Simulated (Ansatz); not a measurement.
`C[C](=O)[GeH2][F]` + `BN` → `BNC(C)=O` + `[F][GeH3]`  (substitution at a C–Ge bond)

Computed with Ansatz on PBE0-D4/def2-TZVP structures; ΔE is electronic, products minus reactants. CCSD(T)/CBS adds triple-zeta CCSD(T) − MP2 to the extrapolated MP2 energy (def2 sets, frozen cores). This one scheme is used for every species. Functionals use def2-TZVPP. B3LYP here is the variant with VWN-RPA as its local correlation; programs differ in this. For Ge outer-core shells are correlated without core-valence functions, which leaves a few kJ/mol of doubt a bond. Scalar relativity is left out up to krypton. One conformer a species, not always the lowest.

| level | ΔE (kJ/mol) | difference from CCSD(T)/CBS |
| --- | --- | --- |
| PBE-D4 | -14.6 | 3.3 |
| r2SCAN-D4 | -22.3 | -4.4 |
| PBE0-D4 | -23.2 | -5.3 |
| B3LYP-D4 | -18.6 | -0.7 |
| ωB97X-V | -25.5 | -7.6 |
| B2PLYP | -20.3 | -2.4 |
| PBE | -14.7 | 3.2 |
| PBE0 | -23.5 | -5.6 |
| MP2/def2-TZVPP | -20.7 | -2.8 |
| SCS-MP2/def2-TZVPP | -21.4 | -3.5 |
| CCSD/def2-TZVPP | -22.0 | -4.1 |
| CCSD(T)/def2-TZVPP | -20.1 | -2.2 |
| SCS-MP2/def2-QZVPP | -20.7 | -2.8 |
| HF/CBS(def2) | -42.0 | -24.1 |
| MP2/CBS(def2) | -18.6 | -0.7 |
| CCSD/CBS(def2) | -19.9 | -2.0 |
| CCSD(T)/CBS | -17.9 | 0 |

Largest T1 diagnostic among the species: 0.015.

From PBE to PBE0 (25 % exact exchange), in def2-TZVPP and without D4, ΔE moves by −8.8 kJ/mol. In def2-TZVPP, CCSD(T) changes the Hartree–Fock value by +20.7 kJ/mol (the triples alone add +2.0 kJ/mol) and MP2 by +20.1 kJ/mol.
